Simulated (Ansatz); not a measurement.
allene (C$_{3}$H$_{4}$), singlet, geometry from GFN2-xTB; MP2/pcseg-1 (Ansatz, a program for electronic structure).

The Ansatz input:
Ansatz 0.2 input:
```yaml
crystal:
  periodic: [false, false, false]
  atoms:
    - {symbol: C, position_ang: [-0.00000000, -0.00000000, 0.00000000]}
    - {symbol: C, position_ang: [-0.02428489, -0.00797595, 1.29323327]}
    - {symbol: C, position_ang: [0.02428489, 0.00797595, -1.29323327]}
    - {symbol: H, position_ang: [-0.02279966, 0.90521058, 1.86629685]}
    - {symbol: H, position_ang: [-0.04707169, -0.92815861, 1.85453385]}
    - {symbol: H, position_ang: [0.95147753, -0.00077006, -1.84327965]}
    - {symbol: H, position_ang: [-0.88160618, 0.02371808, -1.87755105]}
basis:
  gaussian:
    orbitals: pcseg-1.json
magnetization: {spin_polarized: false}
correlation: {method: mp2}
```
The basis file holds pcseg-1 in the JSON format of the Basis Set Exchange.

It wrote (shortened):

```
Functional definition: HF
686 factors; integrals over basis functions are off by at most 1.2e-3 eV
mean field evaluation 1: about -3150.1030 eV, gradient 2.4e1 eV
mean field evaluation 2: about -3150.1106 eV, gradient 2.4e1 eV
mean field evaluation 4: about -3151.9723 eV, gradient 2.2e0 eV
mean field evaluation 8: about -3151.9966 eV, gradient 6.6e-2 eV
mean field -3151.99662989 eV, -115.8337396484 hartree, gradient 1.8e-6 eV, S^2 0.000000; 0 other end points of the search recorded, 0 dependent functions left out
3 core orbitals not correlated
reference -3151.99662989 eV, -115.8337396484 hartree; 8, 8 occupied and 51, 51 virtual orbitals, 686 factors
second order -10.64093125 eV of doubles, -0.00000000 eV of singles
Total energy: -3162.63756114 eV, -116.2247866593 hartree
```
